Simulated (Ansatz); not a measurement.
## Ligand exchange: C3H9BO2 + SiH3Br → C2H7BO2 + SiH2(CH3)Br

Gas-phase species: C3H9BO2 `CC(C)B(O)O`, singlet; SiH3Br `[SiH3]Br`, singlet; C2H7BO2 (ethylboronic acid) `CCB(O)O`, singlet; SiH2(CH3)Br, singlet. The partners trade CH3 for H: C–CH3 and Si–H bonds give way to C–H and Si–CH3.

Shapes, held fixed at every level: PBE0-D4/def2-TZVP. Flexible molecules stand in one conformer, not always the lowest. Programs: Ansatz 0.2.0. Electronic energies: no zero-point or thermal term.

(1) Estimate ΔE of this reaction.

## Answers

(1) The highest level, CCSD(T)/def2-TZVPP, gives ΔE = -50.9 kJ/mol; the levels span -58.2 to -50.9. The column of differences is taken from that level and isn't an error. No measured value is set beside it here. Relativity is left out for Br. Outer-core shells of Br are correlated, in sets that cover them unevenly.

```csv
level,kind,ΔE (kJ/mol),less CCSD(T)/def2-TZVPP
PBE-D4/def2-TZVPP,GGA,-55.9,-5.0
r2SCAN-D4/def2-TZVPP,meta-GGA,-58.2,-7.3
B3LYP-D4/def2-TZVPP,global hybrid,-55.0,-4.1
PBE0-D4/def2-TZVPP,global hybrid,-56.0,-5.1
wB97M-V/def2-TZVPP,range-separated hybrid,-55.6,-4.7
MP2/def2-TZVPP,perturbation theory,-52.9,-2.0
CCSD(T)/def2-TZVPP,coupled cluster or CI,-50.9,0.0
```
